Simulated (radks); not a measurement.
Results of a calculation; reference values are marked as such.
Gd2+, configuration [Kr] 4d10 4f7 5p6 5d1 6d2 (not the ground configuration). Level of theory: scalar-relativistic Kohn-Sham, exchange-only LDA, spin-polarised, spherical densities, point nucleus; open shells are filled with parallel spins first (spin-orbit coupling, left out, can overturn this in heavy ions) (a radial shooting solver on a logarithmic mesh with Libxc functionals). Some entries of the table are withheld. Estimate them.

orbital,occ.,eigenvalue (eV),r(max) (bohr)
1s down,1,-50087.98,0.01393
1s up,1,-50087.97,0.01393
2s up,1,-8296.444,0.07906
2s down,1,-8296.270,0.07906
2p up,3,-7389.399,0.06396
2p down,3,-7389.270,0.06396
3s up,1,-1863.285,0.2245
3s down,1,-1860.264,0.2244
3p up,3,-1582.297,0.2203
3p down,3,-1579.297,0.2201
3d up,5,-1210.280,0.1800
3d down,5,-1207.916,0.1799
4s up,1,-401.9430,0.5159
4s down,1,-395.0625,0.5156
4p up,3,-309.2984,0.5385
4p down,3,-302.4592,0.5382
4d up,5,-181.0693,0.5592
4d down,5,-174.2988,0.5589
5p up,3,-56.3932,1.316
5p down,3,-52.5061,1.333
4f up,7,-41.6980,(1)
4f down,0,-35.3277,(2)
5d up,1,(3),(4)
5d down,0,(5),(6)
6d up,2,-9.4752,4.596
6d down,0,-6.2524,4.772

Answer. 
(1) 4f up r(max) (bohr): 0.5648
(2) 4f down r(max) (bohr): 0.5667
(3) 5d up eigenvalue (eV): -26.5115
(4) 5d up r(max) (bohr): 1.683
(5) 5d down eigenvalue (eV): -23.6354
(6) 5d down r(max) (bohr): 1.723
